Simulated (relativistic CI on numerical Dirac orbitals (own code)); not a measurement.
Calculated at this level of theory: Dirac-Coulomb-Breit CI, orbitals from a KLI potential per configuration, model QED (radiative potential, 1s self-energy scaled to tabulated hydrogen-like ionisation energies), unscaled Slater integrals (own radial code, finite nucleus).

The strongest absorption lines from the ground level of an ion, among the configurations computed and to levels below about 1060 eV (vacuum wavelength in Å, gf): 15.905 (0.074), 16.073 (0.053), 22.421 (0.19), 23.048 (0.16), 125.95 (0.94), 188.89 (0.3).

Q: Which ion is it?
A. Nd31+
B. Nd33+
C. Eu34+
D. Nd29+

A: A. Nd31+ has 29 electrons and the ground level 3d¹⁰4s ²S1/2; the strongest line goes to 3d¹⁰4p ²P°3/2. The pattern of lines fixes the number of electrons, and along that sequence the line energies rise steadily with the charge (about as its square where n changes within one kind of shell, about linearly where n is kept but much faster in heavy ions where fine structure, which grows about as Z⁴, sets the gap, and irregularly where shells cross), which fixes Z. Configurations outside the model, such as inner-shell arrays, can give stronger lines. At this charge energies of transitions that change n are usually good to better than 1 %, and those within a shell (Δn = 0) to a few per cent.

LS names give the leading component of a level, which can be under half, so a name can repeat, a term be missing and a line seem to break the LS rules.
